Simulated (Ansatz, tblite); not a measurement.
Isomers of Ge8Ir⁻ (singlet), found by a short tight-binding search and relaxed with PBE-D4/def2-SVP in Ansatz.

In the def2 sets Ir takes a core potential; there is no spin–orbit coupling. The xTB rows come from tblite.

A: This restricted singlet of an open-shell metal (gap down to 0.42 eV) wasn't tested against broken symmetry.

Other spin states were run for one of them alone.

A:

```tsv
atom	x (Å)	y (Å)	z (Å)
Ir1	1.316	-0.096	-1.331
Ge2	-0.080	-2.039	-1.681
Ge3	-1.969	-1.740	-0.071
Ge4	-1.720	0.340	1.455
Ge5	0.165	2.100	-0.387
Ge6	0.568	1.293	2.217
Ge7	2.408	0.933	0.565
Ge8	-1.271	0.386	-1.680
Ge9	0.584	-1.177	0.912
```

B:

```xyz
9

Ir   -0.004    0.663    0.929
Ge    0.066   -1.990    1.284
Ge    2.024   -0.242   -0.080
Ge   -1.946    1.578   -0.713
Ge    0.857   -2.291   -1.198
Ge    0.416    0.633   -2.159
Ge    0.377    2.655   -0.466
Ge   -0.492   -0.140    3.081
Ge   -1.300   -0.865   -0.678
```

**Question.** Estimate which lies lowest at each level, and how far above it the others are (kJ/mol).

**Answer.** 
```
             level     A     B
          GFN2-xTB   0.0  24.4
   PBE-D4/def2-SVP  77.2   0.0
r2SCAN-D4/def2-SVP  84.3   0.0
  PBE0-D4/def2-SVP  85.6   0.0
```
Point groups (tolerance 0.1 Å): A Cs, B not assigned. Lower isomers may exist.
